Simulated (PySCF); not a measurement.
## Exercise with solution: chemical shift, span and skew from a shielding tensor

CH₆ClNSi₃, SMILES N1[Si@H]([Si@@H](Cl)C=1)[SiH3]. Atoms are numbered in the order given.

```xyz
12

Si     2.3716    -0.7240     0.2329
Si     0.2087    -1.3640    -0.3433
N     -0.2400    -0.6436    -1.9514
C     -1.0207     0.3377    -1.6560
Si    -1.3714     0.2408     0.2232
Cl    -0.7880     1.8783     1.3542
H      2.5899    -1.0042     1.6827
H      2.4897     0.7416    -0.0112
H      3.3988    -1.4515    -0.5671
H     -0.0387    -2.8304    -0.2504
H     -1.3831     1.0200    -2.4482
H     -2.7816    -0.0664     0.5887
```

Geometry: ωB97X-D3(BJ)/def2-SVP. The structure was generated by enumeration; whether it is a known compound was not checked.

GIAO shieldings from PySCF with HF/pcSseg-1, non-relativistic, no solvent. The symmetric part of the tensor of C4 has the principal values -159.7, -43.9, 119.2 ppm. The same nucleus in TMS has σ = 192.6 ppm at this level (PySCF, at its B3LYP-D3(BJ)/def2-TZVP geometry). Without spin–orbit terms, shifts of atoms bonded to Cl or Br come out too high.

Q: Work out the isotropic shielding, the ¹³C shift against TMS, the span and the skew.

A: 
σ(iso) = (σ11 + σ22 + σ33)/3 = -28.1 ppm. δ = σ(ref) − σ(iso) = 192.6 − (-28.1) = 220.7 ppm.
Span Ω = σ33 − σ11 = 278.9 ppm. Skew κ = 3(σ(iso) − σ22)/Ω = 0.17. Tumbling in solution averages the tensor to δ; in a static solid the shielding alone would spread this spin-1/2 line over Ω.
